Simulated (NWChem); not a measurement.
Species: BCl

Program: NWChem. Coordinates come from a PBE0/def2-SVP optimisation.

Diagonal of the polarisability tensor at PBE0/def2-SVPD, static: 29.17, 29.17, 40.02 bohr³.

Find the mean polarisability volume, the molar refraction, and the refractive index that an ideal gas of it would have at 273.15 K and 1 atm.


1. Mean: one third of the trace = 32.78 bohr³ × 0.14818 Å³/bohr³ = 4.86 Å³.
2. Molar refraction (Lorentz-Lorenz): (4π/3) N_A α = 12.3 cm³/mol.
3. Number density p/kT = 2.687 × 10⁻⁵ Å⁻³; n − 1 = 2π N α = 8.20 × 10⁻⁴.
4. These hold the electronic response alone: vibrational and orientational terms add to the static dielectric constant.
